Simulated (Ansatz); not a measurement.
Nb₃S₄⁺: single points at one geometry.

```yaml
crystal:
  periodic: [false, false, false]
  atoms:
    - {symbol: Nb, position_ang: [0.337220, -0.785056, -2.000108]}
    - {symbol: Nb, position_ang: [-0.212615, 1.528508, -0.950128]}
    - {symbol: Nb, position_ang: [-0.088480, -0.288653, 0.954173]}
    - {symbol: S, position_ang: [1.415346, 1.612208, 0.594902]}
    - {symbol: S, position_ang: [-1.751784, -0.462983, -0.962785]}
    - {symbol: S, position_ang: [-1.160761, 0.250273, 2.751310]}
    - {symbol: S, position_ang: [1.461084, -1.854297, -0.387374]}
basis:
  gaussian: {orbitals: def2-SVP, initial_orbitals: start.molden}
total_charge: 1
hamiltonian: {xc: pbe, dispersion: d4}
scf: {omitted_lower_state_checks: [starts]}
output: {orbitals: {seedname: orbitals}}
```

The file start.molden holds the orbitals of an earlier run on this structure, at another level or in another basis.

```sh
$ ansatz run in.yaml --threads 4 --pin off --events-out ev --progress --plain --max-ram 4787MiB
```

Output, abridged:

```
Functional definition: PBE
1651 factors; their error is unknown
mean field evaluation 1: about -47962.6449 eV, gradient 1.2e1 eV
mean field evaluation 2: about -47962.9798 eV, gradient 4.1e-1 eV
mean field evaluation 4: about -47962.8928 eV, gradient 1.5e-1 eV
mean field evaluation 8: about -47962.8929 eV, gradient 1.9e-5 eV
mean field -47962.89293709 eV, -1762.6038050217 hartree, gradient 1.9e-5 eV, S^2 0.000000; 0 other end points of the search recorded, 0 dependent functions left out
reference -47962.89300685 eV, -1762.6038075853 hartree; 51, 51 occupied and 114, 114 virtual orbitals, 1651 factors
Total energy: -47963.36900078 eV, -1762.6213000394 hartree
Checks for a lower state left out: starts
```

Hardware: 4 threads of Arm Neoverse V2 on a shared host. Wall time 4.3 s.

First input, but with `gaussian: {orbitals: def2-TZVP, initial_orbitals: start.molden}`, `hamiltonian: {xc: {name: wB97X-V}}` (abridged; 33 s):

```
Functional definition: wB97X-V
mean field -47982.99510569 eV, -1763.3425460921 hartree, gradient 5.6e-5 eV, S^2 0.000000
Total energy: -47982.99510263 eV, -1763.3425459795 hartree
Checks for a lower state left out: starts
```

The first input with `gaussian: {orbitals: STO-3G}`, `hamiltonian: {xc: hf}` (abridged; 4.6 s):

```
Functional definition: HF
mean field evaluation 16: about -346154.8941 eV, gradient 8.2e-2 eV
mean field -346154.89131538 eV, -12720.9576236276 hartree, gradient 2.6e-5 eV, S^2 0.000000
Total energy: -346154.89131538 eV, -12720.9576236276 hartree
Checks for a lower state left out: starts
```

First input, but with `hamiltonian: {xc: pbe0, dispersion: d4}` (abridged; 6.5 s):

```
Functional definition: PBE0
mean field -47962.17812638 eV, -1762.5775362125 hartree, gradient 2.1e-5 eV, S^2 0.000000
Total energy: -47962.59630418 eV, -1762.5929039633 hartree
Checks for a lower state left out: starts
```

Geometry: B3LYP-D4/def2-SVP.

In the def2 sets Nb takes a core potential, while STO-3G treats all electrons; there is no spin–orbit coupling. The restricted singlet is unstable towards broken spin symmetry at other levels; at PBE-D4/def2-SVP, ωB97X-V/def2-TZVP, PBE0-D4/def2-SVP this wasn't settled. The restricted singlet is unstable towards broken spin symmetry in Hartree–Fock (as tested in another run); at HF/STO-3G this wasn't settled. No other spin state of charge 1 was run. The geometry of the singlet was relaxed on an unsound state (restricted singlet, unstable towards broken spin symmetry at other levels and untested here). Another isomer (singlet) lies 2.05 eV lower at PBE0-D4/def2-TZVP; other spin states weren't run for this one.
